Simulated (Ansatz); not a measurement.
Two structures of TiHCl3O, closed shell, reached by relaxing down either side of one saddle point (PBE0-D4/def2-TZVP). Energies are electronic, without zero-point energy. Computed with Ansatz 0.2.0 (basis: def2-TZVPP and def2-QZVPP); correlated methods freeze the cores. Extrapolation: Hartree–Fock as exp(−7.88 √X), correlation as X^−2.97. First:

Ti1  (-0.206, 0.296, 0.077)
Cl2  (-2.118, -0.306, -0.778)
O3  (1.038, -0.790, -0.485)
H4  (1.348, -1.695, -0.539)
Cl5  (0.282, 2.334, -0.524)
Cl6  (-0.345, 0.161, 2.248)
(Å)

Second:

```
6
angstrom
Ti 0.2825 0.4479 0.3821
Cl -1.3640 -0.9413 -0.9875
O 1.5376 -0.4702 0.0353
H -0.3886 -1.7237 -1.3045
Cl 0.3356 2.4342 -0.6123
Cl -0.4031 0.2531 2.4867
```

Which bonds change from the first to the second?

TiHCl₃O ([OH][Ti]([Cl])([Cl])[Cl]) → TiCl₂O ([O][Ti]([Cl])[Cl]) + HCl (still joined by a long Ti–Cl bond); bonds formed: Cl2–H4; bonds broken: O3–H4; bonds weakened to dative contacts: Ti1–Cl2.

Give the saddle point's structure and its height above each. (Judge from chemistry; the value comes from the calculation.)

The calculation gives: 1.656 eV above the first and 0.131 eV above the second (CCSD(T) at an estimated basis limit (MP2 extrapolated from triple and quadruple zeta, plus CCSD(T) − MP2 in triple zeta)).
Ti1  (0.126, 0.390, 0.305)
Cl2  (-1.387, -1.041, -1.064)
O3  (1.263, -0.666, -0.167)
H4  (-0.058, -1.331, -0.951)
Cl5  (0.390, 2.392, -0.579)
Cl6  (-0.334, 0.255, 2.456)
(Å)

No T1 diagnostic of these runs exceeds 0.026. The T1 diagnostic is large here, which may signal multireference character or strong orbital relaxation, so CCSD(T) is less sure.

Labels in which every atom is bracketed show which atoms are joined, not bond orders.

For scale, one of the runs: CCSD(T)/def2-TZVPP, 235 basis functions, launched by `ansatz run in.yaml --threads 8 --pin off --events-out ev --progress --plain --max-ram 19148MiB`. The run took 2.2 min on 8 CPU threads of an Arm Neoverse V1 (shared host), with 4.2 GiB of host memory at its peak.
